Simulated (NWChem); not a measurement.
**Atomisation of C2H2F**

```xyz
5

C     -0.8935    -0.9140     0.0000
C      0.2926    -0.3330     0.0000
F      0.4806     1.0098     0.0000
H     -1.9696    -0.7205     0.0000
H      1.2499    -0.8861     0.0000
```
Charge 0, spin multiplicity 2.

Program: NWChem. The geometry was optimised at UPBE/def2-SVP, a minimum by its harmonic frequencies.

Basis set: def2-TZVP. The atomisation energy is electronic alone: no zero-point, thermal, spin-orbit or counterpoise terms. No value is extrapolated to the basis-set limit. Free atoms are single determinants with multiplicities C 3, F 2, H 2. Correlated methods freeze the same cores in atoms and molecule, 3 orbitals in all.

```tsv
method	atomisation energy (kcal/mol)	relative cost	remark
LDA (SVWN5)	532.1	1	-
PBE	471.3	under 3	-
BP86	471.8	under 3	-
PBE0	455.6	under 3	-
B3LYP	450.4	under 3	-
r2SCAN	456.6	under 3	-
TPSS	457.9	under 3	-
HF	321.8	3	spin-contaminated
MP2	438.6	5	spin-contaminated
```

The values span 210.3 kcal/mol, from HF (lowest) to LDA (SVWN5) (highest). The cost column gives rough processor time relative to LDA (SVWN5); each entry includes its own SCF. Costs are the molecule's.

B3LYP has NWChem's definition, with VWN1-RPA local correlation. The structure started from a generated list of species. The unpaired electrons of the parent sit in orbitals of symmetry a' (Cs labels of the run); other states weren't searched. The stability of the SCF solutions was not checked. Open-shell Hartree-Fock references start from PBE0 orbitals; any time given for them includes that run.
